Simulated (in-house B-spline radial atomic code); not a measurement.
Ionising the indium ion In⁸⁺ with different functionals

Computed with a radial B-spline atomic code at the basis-set limit: non-relativistic Hamiltonian, point nucleus, spin-polarised at highest spin, spherical fractional occupations for the functionals, and exact exchange of hybrids averaged over the configuration. The ionisation energy is the difference of two self-consistent energies, [Kr] 4d5 → [Kr] 4d4, without Breit or QED terms; ε is the level of the shell that loses the electron (its least bound occupied spin orbital). There is no spin-orbit coupling in this Hamiltonian.

```
   method                    rung  ΔSCF (eV)  -ε(4d) (eV)
     PBE0           global hybrid     159.08       151.19
    B3LYP           global hybrid     158.89       150.38
    TPSSh           global hybrid     158.99       149.33
   M06-2X           global hybrid     158.50       153.97
BHandHLYP           global hybrid     158.99       154.05
  r2SCAN0           global hybrid     159.68       151.86
    B97-1           global hybrid     158.73       150.34
    HSE06  range-separated hybrid     159.04       150.73
    wB97X  range-separated hybrid     158.60       153.24
CAM-B3LYP  range-separated hybrid     158.83       152.36
  LC-wPBE  range-separated hybrid     158.87       153.51
```

Q: Among the functionals, which spreads more, the ΔSCF values or the orbital energies?

A: The orbital energies: ΔSCF values span about 1.18 eV and the orbital energies 4.73 eV; here energy differences depend much less on the functional than eigenvalues do.

Q: How do they compare with the NIST value?

A: NIST lists 156 eV ± 2.2 (tabulated theory, ground level to ground level). Errors run from +2.50 to +3.68 eV; all lie within about twice that uncertainty, so the table can't rank the methods.
